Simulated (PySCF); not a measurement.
Which enantiomer?

The calculation used PySCF, TDDFT CAM-B3LYP/def2-SVPD circular dichroism and optical rotation, one conformer, gas phase. Geometry: GFN2-xTB.

The calculation is non-relativistic, which matters for the atoms heavier than Zn.

Values for one enantiomer of C₅H₆FNSe, R in 10⁻⁴⁰ esu² cm² (velocity form):
```csv
λ (nm),f,R
348,0.001,-9.7
225,0.007,+16.4
214,0.051,+1.6
204,0.032,+5.6
187,0.034,-15.6
185,0.050,+36.8
176,0.014,+11.8
172,0.078,-9.6
168,0.016,+37.5
164,0.030,-23.9
163,0.059,-30.9
161,0.035,-3.5
```

[α] at 589.3 nm: -131 deg dm⁻¹ (g/mL)⁻¹ (origin-invariant length gauge).

(1) Which structure gives these signs?
A. C[C@@H]1C[C@](F)(C#N)[Se]1
B. C[C@H]1C[C@@](F)(C#N)[Se]1

## Answers

(1) B. Its CIP labels in SMILES order are S, S; the other enantiomer gives every sign reversed.

Geometry of C[C@H]1C[C@@](F)(C#N)[Se]1 as run:
```xyz
14

C     1.304   -1.072   -0.523
C     0.634   -0.502    0.707
C     0.112    0.931    0.538
C    -1.368    0.637    0.278
F    -2.221    1.417    1.003
C    -1.737    0.601   -1.110
N    -1.977    0.530   -2.226
Se   -1.217   -1.250    1.005
H     2.250   -0.561   -0.693
H     0.675   -0.942   -1.403
H     1.503   -2.134   -0.393
H     1.251   -0.646    1.596
H     0.191    1.501    1.464
H     0.597    1.490   -0.265
```
